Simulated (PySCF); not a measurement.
Two species compared at the same levels of theory.

First species: C₅H₆F₃N.
InChI=1S/C5H6F3N/c1-2-4(9)3-5(6,7)8/h2,9H,1,3H2/b9-4+

Second species: C₅H₇BO₂.
Atom-mapped SMILES: `[CH3:1][C:2]#[C:3][B:4]1[O:5][CH2:6][CH2:7][O:8]1` (hydrogens: H9, H10, H11 on C1; H12, H13 on C6; H14, H15 on C7)

Levels: B3LYP/def2-SVPD for dipole moment, HOMO energy, LUMO energy, HOMO–LUMO gap, static isotropic polarisability and electronic spatial extent ⟨r²⟩ about the centre of nuclear charge; TDDFT B3LYP/def2-SVPD for lowest singlet excitation; TDA B3LYP/def2-SVPD for lowest triplet excitation (Tamm–Dancoff); ΔSCF B3LYP/def2-SVPD for vertical ionisation energy; PBE0-D3(BJ)/def2-SVP for rotational constant A and rotational constant C. Geometries: PBE0-D3(BJ)/def2-SVP. Each species is one conformer at its optimised geometry, gas phase, non-relativistic unless stated; the electronic structure was computed with PySCF and density fitting.

The conformers computed, where there is a choice (atom-mapped SMILES and torsion angles):
- `[H]/[N:4]=[C:3](\[CH:2]=[CH2:1])[CH2:5][C:6]([F:7])([F:8])[F:9]`: C1–C2–C3–N4 26°, C2–C3–C5–C6 63°, C3–C5–C6–F7 55°

| property | column X | column Y |
| --- | --- | --- |
| dipole moment | 0.62 D | 2.80 D |
| HOMO energy | -7.37 eV | -7.76 eV |
| LUMO energy | -0.46 eV | -2.02 eV |
| HOMO–LUMO gap | 6.91 eV | 5.74 eV |
| lowest singlet excitation | 5.37 eV | 4.52 eV |
| lowest triplet excitation (Tamm–Dancoff) | 4.68 eV | 3.44 eV |
| static isotropic polarisability | 80.4 au | 71.3 au |
| vertical ionisation energy | 9.61 eV | 10.00 eV |
| electronic spatial extent ⟨r²⟩ about the centre of nuclear charge | 1355 bohr² | 1229 bohr² |
| rotational constant A | 7.421 GHz | 2.842 GHz |
| rotational constant C | 0.841 GHz | 0.949 GHz |

**Question.** Which column belongs to which species?

**Answer.** Column X is the second species and column Y the first. The first has 15 atoms and 70 electrons, the second 15 and 58.

**Question.** How does each property change from the first species to the second?

**Answer.** dipole moment -2.18 D; HOMO energy +0.39 eV; LUMO energy +1.56 eV; HOMO–LUMO gap +1.17 eV; lowest singlet excitation +0.85 eV; lowest triplet excitation (Tamm–Dancoff) +1.24 eV; static isotropic polarisability +9.1 au; vertical ionisation energy -0.39 eV; electronic spatial extent ⟨r²⟩ about the centre of nuclear charge +126 bohr²; rotational constant A +4.579 GHz; rotational constant C -0.108 GHz.

On the first: The polarisability is 10.57 Å³ as a volume (1 au = 0.148185 Å³), or 1.02 au for each of the 70 electrons. The principal polarisabilities are 54.8, 72.9 and 86.2 au; their mean is the isotropic value.

On the second: The ΔSCF ionisation energy exceeds −ε(HOMO) by 2.24 eV with B3LYP; the lowest state found was started with its hole in HOMO−1. In atomic units the dipole is 0.25 e·bohr (1 au = 2.5417 D).
